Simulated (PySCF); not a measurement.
Compound: C4H11ClSi2.
SMILES with atom numbers: `[CH2:1]=[C:2]([CH3:3])[Si@H:4]([Cl:5])[CH2:6][SiH3:7]` (hydrogens: H8, H9 on C1; H10, H11, H12 on C3; H13 on Si4; H14, H15 on C6; H16, H17, H18 on Si7)

The same species was optimised twice, with GFN2-xTB and with PBE0-D3(BJ)/def2-SVP (PySCF), and the same property calculations (PySCF, gas phase) were run on both structures.

| coordinate | GFN2-xTB | PBE0-D3(BJ)/def2-SVP | change |
| --- | --- | --- | --- |
| Si4–Cl5 (Å) | 2.032 | 2.091 | +0.059 |
| Si4–C6 (Å) | 1.897 | 1.867 | -0.030 |
| C2–Si4 (Å) | 1.893 | 1.872 | -0.021 |
| C6–Si7 (Å) | 1.907 | 1.888 | -0.019 |
| C1=C2 (Å) | 1.327 | 1.340 | +0.013 |
| C2–C3 (Å) | 1.500 | 1.501 | +0.001 |
| C1–C2–Si4 (°) | 122.6 | 120.0 | -2.6 |
| C1–C2–C3 (°) | 121.0 | 122.5 | +1.5 |
| C2–Si4–C6 (°) | 112.7 | 113.8 | +1.1 |
| C2–Si4–Cl5 (°) | 108.2 | 107.1 | -1.1 |
| C3–C2–Si4 (°) | 116.5 | 117.4 | +0.9 |
| Si4–C6–Si7 (°) | 116.7 | 117.3 | +0.6 |
| Cl5–Si4–C6 (°) | 109.1 | 108.9 | -0.2 |
| C1–C2–Si4–Cl5 (°) | 139 | 127 | -12 |
| C2–Si4–C6–Si7 (°) | 67 | 74 | +7 |

Rotational constants: A = 1603, B = 1097, C = 782.8 MHz (GFN2-xTB) against A = 1664, B = 1072, C = 776.5 MHz (PBE0-D3(BJ)/def2-SVP). Point groups within 0.08 Å: C1 and C1.

On the GFN2-xTB structure: lowest singlet, TDDFT (eV) 6.65 [wB97X-D/def2-SVPD]; lowest triplet, Tamm–Dancoff (eV) 4.35 [wB97X-D/def2-SVPD]; isotropic polarisability (au) 111.8 [wB97X-D/def2-SVPD]; HOMO (eV) -9.60 [wB97X-D/def2-SVPD]; LUMO (eV) 1.27 [wB97X-D/def2-SVPD]; dipole (D) 1.68 [wB97X-D/def2-SVPD]; HOMO (eV) -7.77 [PBE0/pcSseg-1]; LUMO (eV) -0.43 [PBE0/pcSseg-1]; dipole (D) 1.79 [PBE0/pcSseg-1]; GIAO shielding of C1 (ppm) 52.1 [PBE0/pcSseg-1]; GIAO shielding of C2 (ppm) 35.2 [PBE0/pcSseg-1]; GIAO shielding of C3 (ppm) 160.6 [PBE0/pcSseg-1]; GIAO shielding of Si4 (ppm) 350.2 [PBE0/pcSseg-1]; GIAO shielding of Cl5 (ppm) 973.6 [PBE0/pcSseg-1]; GIAO shielding of C6 (ppm) 193.6 [PBE0/pcSseg-1]; GIAO shielding of Si7 (ppm) 427.6 [PBE0/pcSseg-1].

What do these properties become on the PBE0-D3(BJ)/def2-SVP structure?

```csv
property,level,on GFN2-xTB,on PBE0-D3(BJ)/def2-SVP,change
"lowest singlet, TDDFT (eV)",wB97X-D/def2-SVPD,6.65,6.55,-0.10
"lowest triplet, Tamm–Dancoff (eV)",wB97X-D/def2-SVPD,4.35,4.24,-0.11
isotropic polarisability (au),wB97X-D/def2-SVPD,111.8,113.9,+2.1
HOMO (eV),wB97X-D/def2-SVPD,-9.60,-9.67,-0.07
LUMO (eV),wB97X-D/def2-SVPD,1.27,1.10,-0.17
dipole (D),wB97X-D/def2-SVPD,1.68,2.17,+0.49
"energy, GFN2-xTB geometry as zero (kcal/mol)",wB97X-D/def2-SVPD,0.0,-2.7,-2.7
HOMO (eV),PBE0/pcSseg-1,-7.77,-7.84,-0.07
LUMO (eV),PBE0/pcSseg-1,-0.43,-0.62,-0.19
dipole (D),PBE0/pcSseg-1,1.79,2.29,+0.50
"energy, GFN2-xTB geometry as zero (kcal/mol)",PBE0/pcSseg-1,0.0,-2.0,-2.0
GIAO shielding of C1 (ppm),PBE0/pcSseg-1,52.1,47.4,-4.7
GIAO shielding of C2 (ppm),PBE0/pcSseg-1,35.2,33.6,-1.6
GIAO shielding of C3 (ppm),PBE0/pcSseg-1,160.6,160.3,-0.3
GIAO shielding of Si4 (ppm),PBE0/pcSseg-1,350.2,344.0,-6.2
GIAO shielding of Cl5 (ppm),PBE0/pcSseg-1,973.6,957.8,-15.8
GIAO shielding of C6 (ppm),PBE0/pcSseg-1,193.6,193.9,+0.3
GIAO shielding of Si7 (ppm),PBE0/pcSseg-1,427.6,423.2,-4.4
```

The heavy atoms differ by 0.131 Å rms after alignment. Among bonds between heavy atoms Si4–Cl5 changes most (+0.059 Å). Changes are differences of the printed values. Neither structure is proved a minimum here.

The values belong to the conformer `[CH2:1]=[C:2]([CH3:3])[Si@H:4]([Cl:5])[CH2:6][SiH3:7]`: C1–C2–Si4–Cl5 127°, C2–Si4–C6–Si7 74°.

wB97X-D is run here without its empirical dispersion term; that term would change no orbital, density or response property at a fixed geometry.
